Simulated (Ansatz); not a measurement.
A structure relaxed at r2SCAN-D4/def2-TZVPD in Ansatz, charge -1, doublet:

```xyz
4

Hg    0.225   -2.100   -0.612
Hg   -1.381    0.107    1.308
O     0.161    1.512   -0.362
O     0.995    0.482   -0.333
```

Question: Give its formula.

Answer: the cluster Hg₂O₂⁻ (the lowest doublet isomer of a short search).

Question: Summarise the bond lengths by kind (pairs closer than 1.2 times the sum of covalent radii, bridged metal pairs left out).

Answer: 1 × O–O 1.33 Å.

In the def2 sets Hg takes a core potential; there is no spin–orbit coupling. The structure holds one bond between oxygen atoms, so isomers without such links may lie far lower. The highest occupied level of the charge -1 doublet lies above zero (up to 1.06 eV). By energy differences its removal costs 1.93 eV (vertical, to the charge 0 triplet, at r2SCAN-D4/def2-TZVPD); a positive level beside a positive removal energy at the same level points to self-interaction error. The relaxation made no stability test and no search for a lower SCF solution. The structure comes from a short search, and lower isomers may exist.
